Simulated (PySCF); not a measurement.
Species: C3HN3S.
Bonds: N1–C2 (triple), C2–C3, C3–N4 (aromatic), N4–C5 (aromatic), C5–S6 (aromatic), S6–N7 (aromatic), C3–N7 (aromatic). Hydrogens: H8 on C5.

The calculation used core-valence-separated Tamm–Dancoff BHandHLYP/aug-pcX-1 (pcseg-1 on H, def2-SVPD on S) in PySCF, non-relativistic, gas phase, PBE0-D3(BJ)/def2-SVP geometry. The energies are unshifted.

Problem. Give energies, oscillator strengths and core holes at the C K edge.

Solution. 
```
E (eV)       f  core hole on  main final orbital  polarisation
283.47  0.0634            C5         LUMO (59 %)  out of plane
283.49  0.0434            C2         LUMO (49 %)  out of plane
283.94  0.0627            C2       LUMO+7 (39 %)      in plane
284.50  0.0584            C3         LUMO (69 %)  out of plane
286.43  0.0132            C2         LUMO (51 %)  out of plane
287.15  0.0314            C5       LUMO+1 (62 %)      in plane
287.64  0.0007            C5       LUMO+2 (61 %)             –
287.65  0.0030            C2       LUMO+5 (33 %)      in plane
287.72  0.0038            C3       LUMO+2 (72 %)  out of plane
287.81  0.0033            C2       LUMO+1 (63 %)      in plane
288.25  0.0222            C5       LUMO+3 (66 %)      in plane
288.37  0.0257            C2       LUMO+2 (31 %)  out of plane
288.37  0.0102            C3       LUMO+1 (58 %)      in plane
288.76  0.0007            C2       LUMO+3 (53 %)             –
288.79  0.0180            C5              spread      in plane
```

The first line with a tenth or more of the strongest one's intensity is at 283.47 eV (f = 0.063), with the hole on C5 (aromatic CH next to a ring nitrogen), polarised out of plane: a 1s→π* resonance. It is also the strongest listed.

Problem. What does the N 1s absorption edge look like?

Solution. 
```csv
E (eV),f,core hole on,main final orbital,polarisation
396.67,0.0571,N1,LUMO (43 %),out of plane
396.74,0.0551,N7,LUMO (87 %),out of plane
397.04,0.0592,N4,LUMO+2 (74 %),out of plane
397.28,0.0649,N1,LUMO+7 (42 %),in plane
399.29,0.0035,N4,LUMO (83 %),out of plane
399.45,0.0424,N7,LUMO+1 (60 %),in plane
400.90,0.0026,N1,LUMO (54 %),out of plane
401.11,0.0131,N4,LUMO+1 (79 %),in plane
401.50,0.0002,N7,LUMO+2 (91 %),–
401.69,0.0003,N1,LUMO+5 (49 %),–
402.01,0.0005,N4,LUMO+3 (72 %),–
402.10,0.0010,N1,LUMO+1 (88 %),in plane
402.42,0.0037,N4,LUMO+5 (38 %),in plane
402.68,0.0047,N7,LUMO+3 (50 %),in plane
402.71,0.0002,N1,LUMO+3 (66 %),–
```

The first line with a tenth or more of the strongest one's intensity is at 396.67 eV (f = 0.057), with the hole on N1 (nitrile nitrogen), polarised out of plane: a 1s→π* resonance. The strongest listed is at 397.28 eV (f = 0.065; N1).

Roots within 0.03 eV whose holes lie on the same, on equivalent or on shared atoms are summed into one line, and the highest roots are left out, as the search may have cut off their partners. Final orbitals are the ground state's empty Kohn–Sham orbitals. A dash: too weak, shared between unlike atoms, or no plane or axis to refer to.

Problem. What are the wavelength and the wavenumber of the 286.43 eV line?

Solution. λ = 12398.42 eV Å/286.43 eV = 43.286 Å; 2.3102 × 10⁶ cm⁻¹.

Only the lowest roots of each edge were sought.

Rough CPU time on one thread of a shared machine: about 21 s.
